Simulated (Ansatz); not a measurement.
Species: C3H6NSSi, net charge 1, singlet state. It need not be the lowest isomer of its formula. 
Structure (B3LYP-D3(BJ)/def2-TZVP (Ansatz, a quantum-chemistry and plane-wave program) minimum search):
```
C
N 1 1.3359
H 2 1.0138 1 121.50
C 2 1.3746 3 121.88 1 179.99
C 4 1.3527 2 111.39 3 -179.99
H 5 1.0775 4 127.84 2 179.99
H 4 1.0781 5 128.33 6 -0.01
S 1 1.6938 2 108.96 3 179.98
Si 1 1.9156 2 124.40 3 -0.04
H 9 1.4708 1 106.43 2 119.96
H 9 1.4709 10 113.19 1 -116.57
H 9 1.4744 10 113.37 11 -130.90
```
Charge +1, spin multiplicity 1.

Basis-set convergence of Hartree-Fock and CCSD correlation energies (hartree) with Ansatz. Cores are frozen in the correlated levels unless marked. No spin-orbit coupling. Non-relativistic.

| basis | functions | E(HF) | E(corr, CCSD) |
|---|---|---|---|
| cc-pV(D+d)Z | 132 | -857.79756 | -0.83536 |
| cc-pV(T+d)Z | 282 | -857.87081 | -1.00159 |
| cc-pV(Q+d)Z | 528 | -857.88912 | -1.05628 |

Extrapolating the two largest sets (X = 3 and 4) as X^-3: E(corr) = (64·(-1.05628) - 27·(-1.00159))/37 = -1.0962 Eh, an estimate of the basis-set limit. The largest set recovers 96.4 % of it, the smallest 76.2 %.
